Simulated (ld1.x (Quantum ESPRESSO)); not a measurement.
# Before and after: RRKJ potential for nickel

- Element: nickel
- Generator: ld1.x (Quantum ESPRESSO) 7.5
- Type: norm-conserving RRKJ (Kleinman–Bylander form)
- Functional: PBEsol
- Relativity: scalar-relativistic
- Frozen core: [Ne] 3s2
- Valence charge: 16
- Reference configuration: 3p6 3d8 4s2 4p0
- Partial waves: 4s (bound): rc 2.10 bohr; 3d (bound): rc 0.95 bohr; 3p (bound): rc 1.25 bohr
- Local potential: the p channel
- Core correction: a·sin(br)/r model core, default radius (core density twice the valence density)
- rho0: 0.001

All-electron outer shells of the reference configuration (PBEsol, scalar-relativistic, ld1.x):

```csv
shell,level (eV),outermost node (bohr),outermost maximum (bohr)
2p,-844.17,–,0.16
3s,-110.78,0.30,0.64
3p,-71.25,0.27,0.65
3d,-8.90,–,0.63
4s,-5.66,0.92,2.24
4p,-1.19,1.00,3.14
```

Change: wave 3p (bound): rc 1.25 bohr becomes 3p (bound): rc 1.74 bohr.

Cutoffs: the cutoffs (Ry, on a coarse ladder) from which the occupation-weighted sum of valence levels, in a spherical-Bessel basis at the reference potential, stays within 10 and 1 mRy of its value at 400 Ry; they do not see the model core or the augmentation charge, which bear on the density cutoff. Errors are all-electron minus pseudo energies relative to the spin-unpolarised reference configuration.

**Question.** How do hardness, ghosts and transferability respond?

**Answer.** The potential gets neither clearly harder nor softer (200 Ry and 260 Ry → 200 Ry and 260 Ry); both files keep a bound ghost (s); of the 7 tests that both files solve, the error grows in 3 and shrinks in 2 by more than 15 % and 0.3 meV (median size 49.2 → 82.8 meV); the range in which the p phases agree narrows (upper end at the end of the scan → -0.5); the range in which the d phases agree narrows (upper end at the end of the scan → 1.3).

| quantity | base | changed |
| --- | --- | --- |
| cutoff, loose | 200 Ry | 200 Ry |
| cutoff, tight | 260 Ry | 260 Ry |
| loose cutoff by channel (10 mRy a level) | s 10 Ry, d 160 Ry, p 70 Ry | s 6 Ry, d 160 Ry, p 55 Ry |
| bound ghosts | s | s |
| error for 3p6 3d8 4s1 4p0, meV [ΔE 9.34 eV] | -7.7 | -7.9 |
| error for 3p6 3d8 4s0 4p0, meV [ΔE 26.60 eV] | -49 | -50 |
| error for 3p6 3d7 4s0 4p0, meV [ΔE 64.03 eV] | +82 | +12 |
| error for 3p6 3d8 4s0 4p1, meV [ΔE 15.05 eV] | -7.9 | -453 |
| error for 3p6 3d9 4s0 4p0, meV [ΔE 6.26 eV] | -141 | -185 |
| error for 3p6 3d6 4s0 4p0, meV [ΔE 121.55 eV] | +205 | -83 |
| error for 3p6 3d7 4s2 4p1, meV [ΔE 10.58 eV] | -15 | -451 |
| s: phases at 2.31 bohr within 0.05 rad from the reference energy up to (Ry; the scan ends near 5) | 3.9 | n/a |
| p: phases at 2.31 bohr within 0.05 rad from the reference energy up to (Ry; the scan ends near 5) | to the end of the scan | -0.5 |
| d: phases at 2.31 bohr within 0.05 rad from the reference energy up to (Ry; the scan ends near 5) | to the end of the scan | 1.3 |

Base: These tests converged, but a pseudo level misses the all-electron one widely, so the file describes the atom poorly there or has found another state: 3p6 3d6 4s0 4p0: empty 4s by 9.5 eV. A true bound ghost makes a file unfit for plane-wave use even where its test errors are small: the radial tests pick states by their node count and pass the ghost by.
